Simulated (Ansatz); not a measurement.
Isolated molecules relaxed with PBE0-D4/def2-TZVP in Ansatz; ΔE leaves out vibrations. CCSD(T)/CBS adds triple-zeta CCSD(T) − MP2 to the extrapolated MP2 energy (def2 sets, frozen cores). Functionals use def2-TZVPP. B3LYP here is the variant with VWN-RPA as its local correlation; programs differ in this. HSE06 is defined as in plane-wave codes. Elements past krypton have def2 core potentials. For Te outer-core shells are correlated without core-valence functions, which leaves a few kJ/mol of doubt a bond. Each species was taken in one conformer, which may not be the lowest.

Reaction (substitution at a C–S bond): `[SiH3]CSCS` + H₂Te → `SC[TeH]` + `[SiH3]CS`

`[SiH3]CSCS`:

Cartesian coordinates in Å:
```
Si 0.080 1.945 0.084
C -0.613 0.636 -1.075
S 0.433 -0.847 -1.092
C -0.129 -1.637 0.428
S 0.905 -3.052 0.829
H 0.284 1.373 1.441
H 1.385 2.414 -0.445
H -0.848 3.104 0.200
H -0.605 1.016 -2.100
H -1.647 0.361 -0.853
H -0.141 -0.921 1.251
H -1.137 -2.039 0.296
H 2.033 -2.354 1.036
```

H₂Te:

```xyz
3

Te    0.489   -0.426    0.428
H    -0.121    1.109    0.536
H    -0.368   -0.683   -0.965
```

`SC[TeH]`:

Z-matrix (Å, degrees):
```
C
Te 1 2.157
S 1 1.794 2 111.1
H 1 1.088 2 108.8 3 116.5
H 1 1.087 2 109.3 3 -123.8
H 2 1.663 1 94.2 3 168.4
H 3 1.343 1 96.9 2 -63.6
```

`[SiH3]CS`:

Cartesian coordinates in Å:
```
Si 0.527 0.857 0.392
C -0.611 -0.630 0.251
S -0.151 -1.684 -1.150
H 1.918 0.405 0.638
H 0.091 1.750 1.502
H 0.477 1.622 -0.883
H -0.494 -1.259 1.137
H -1.663 -0.344 0.193
H -0.094 -0.717 -2.080
```

```tsv
level	ΔE (eV)
B3LYP-D4	-0.06
PBE0	-0.06
B3LYP	-0.10
HSE06	-0.07
CAM-B3LYP	-0.06
SCS-MP2/def2-TZVPP	-0.10
CCSD/def2-TZVPP	-0.07
HF/def2-QZVPP	-0.09
```

Q: What does CCSD(T)/CBS give? (Estimate.)

A: The calculation gave: -0.10 eV. The listed levels differ from it by 0.04, 0.04, 0.00, 0.03, 0.04, 0.00, 0.03, 0.01 eV.

Q: What do rigid-rotor, harmonic-oscillator terms from PBE0-D4/def2-TZVP frequencies (298.15 K, 1 bar) make of the CCSD(T)/CBS value? (An estimate is asked.)

A: Ansatz gave: ΔZPE = +0.05 eV, ΔH = -0.07 eV, ΔS = 15 J/(mol·K), ΔG = -0.11 eV. Modes under 50 cm⁻¹ make the entropy rough.

Largest T1 diagnostic among the species: 0.011.

From BLYP to BHLYP (50 % exact exchange), in def2-TZVPP and without D4, ΔE moves by +0.05 eV. Leaving LDA and LC-ωPBE aside and taking each functional with its dispersion term where it has one, the values, not all of them listed here, spread over 0.06 eV, from B2PLYP to CAM-B3LYP-D4. LDA lies +0.10 eV from PBE without D4. At CCSD(T), def2-SVP lies +0.12 eV from the extrapolated value and def2-TZVPP +0.03 eV.
